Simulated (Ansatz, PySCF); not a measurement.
SnOCl, SMILES [O]=[Sn][Cl], multiplicity 2. Atoms are numbered in the order given.

```xyz
3

Sn     0.4908    -0.4366     0.0000
O     -1.2765    -1.3554     0.0000
Cl    -0.3863     1.7833     0.0000
```
Charge 0, spin multiplicity 2.

The structure is a stationary point at B3LYP-D3(BJ)/def2-TZVP. The def2 effective core potentials stand for the cores of Sn; spin–orbit coupling is left out.

Two levels are set side by side: PBE-D3(BJ)/def2-TZVP (Ansatz, a quantum-chemistry and plane-wave program) and B3LYP-D3(BJ)/def2-TZVP (Ansatz). Each level has its own optimised geometry; the coordinates shown are those of the second. Frequencies come from the Hessian of PySCF at each geometry. Differences are taken from unrounded values.

| quantity | B3LYP-D3(BJ) |
|---|---|
| mean bond length (Å) | 2.189 |
| bond Sn1–O2 (Å) | 1.992 |
| bond Sn1–Cl3 (Å) | 2.387 |
| highest harmonic wavenumber (cm⁻¹) | 530 |
| mean harmonic wavenumber (cm⁻¹) | 322 |
| zero-point energy (kcal/mol) | 1.38 |

What does PBE-D3(BJ) give, and how far is it from B3LYP-D3(BJ)? (Estimate from the structure and the level; the computed values follow.)


| quantity | PBE-D3(BJ) | PBE-D3(BJ) minus B3LYP-D3(BJ) |
|---|---|---|
| mean bond length (Å) | 2.142 | -0.047 |
| bond Sn1–O2 (Å) | 1.897 | -0.095 |
| bond Sn1–Cl3 (Å) | 2.387 | 0.000 |
| highest harmonic wavenumber (cm⁻¹) | 620 | 90 |
| mean harmonic wavenumber (cm⁻¹) | 350 | 28 |
| zero-point energy (kcal/mol) | 1.50 | 0.12 |
